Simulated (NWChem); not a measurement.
Species: BeHI; SMILES [BeH][I]

```xyz
3

Be     0.0000     0.0000    -1.9546
H      0.0000     0.0000    -3.2859
I      0.0000     0.0000     0.2130
```
Atoms are numbered in this order, from 1.

Level: PBE0-D3(BJ)/def2-TZVP with def2 effective core potentials on I (NWChem), optimised geometry, unscaled harmonic frequencies. def2 effective core potentials on I; no spin-orbit coupling.

Question: List the harmonic frequencies with IR intensities, and the thermochemistry.

Answer: 
```
frequency (cm⁻¹)  IR intensity (km/mol)
----------------  ---------------------
495                               126.9
495                               126.9
604                                60.9
2166                              180.9
```

```json
{
  "zero_point_energy": "5.4 kcal/mol",
  "thermal correction to the enthalpy at 298.15 K (with zero-point energy)": "7.8 kcal/mol",
  "heat capacity Cv": "8.5 cal/(mol K)",
  "entropy at 298.15 K and 1 atm (symmetry number 1)": "57.2 cal/(mol K)"
}
```

Rigid rotor and harmonic oscillator.
